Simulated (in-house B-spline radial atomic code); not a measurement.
## wB97X excitations of Sr III (Sr2+)

Method: wB97X. Computed with a B-spline radial code for spherical atoms: linear response of the closed shell [Ar] 3d10 4s2 4p6 with the functional's adiabatic kernel; scalar-relativistic (spin-free one-electron X2C), finite nucleus, no spin-orbit coupling, no double excitations, S, P, D and F terms only; shells from n = 2 respond. Only terms of natural parity with L up to 3 were computed.

Command:
```bash
python run_td.py task.json out
```
Settings (radii: box in bohr, nucleus in fm):
```
Z                        38
electrons                36
configuration            [Ar] 3d10 4s2 4p6
hamiltonian              x2c
method                   wb97x
box_radius               29.48
rms_radius               4.224
intervals                73
```

Run time, properties included: 7.6 s on 1 thread of Arm Neoverse N1 (shared host).

The lowest states, in the order of their Tamm-Dancoff energies; the method's threshold (minus the highest occupied level) is 40.96 eV. Labels give the largest channel, * marks a mixed state, and oscillator strengths are full-response dipole values. Semilocal kernels can invert the small singlet-triplet splittings of Rydberg terms. Energies in eV:

```
     state  full response  Tamm-Dancoff  oscillator strength
4p → 4d 3P         22.270        22.340                    -
4p → 4d 3F              ?             ?                    -
4p → 5s 3P              ?             ?                    -
4p → 4d 1F         23.779        23.795                    -
4p → 5s 1P         23.990        24.006                0.583
4p → 5p 3S         26.955        26.972                    -
4p → 5p 3D         27.426        27.436                    -
4p → 5p 1D         27.600        27.608                    -
4p → 4d 1P         27.757        28.318                 3.72
4p → 5p 1S         28.612        28.715                    -
```

Q: Where does 4p → 5s 3P lie?

A: At 23.735 eV in full response, 23.745 eV in Tamm-Dancoff.

Q: Where does 4p → 4d 3F lie?

A: At 22.544 eV in full response, 22.646 eV in Tamm-Dancoff.

Q: How large is the singlet-triplet splitting of 4p → 4d (F terms) in Tamm-Dancoff?

A: 1.15 eV, from the unrounded values.

Q: What polarisabilities and dispersion coefficient does the method give?

A: Dipole 5.914 bohr³, quadrupole 17.69 bohr⁵, C6 29.51 hartree·bohr⁶ for two such species.
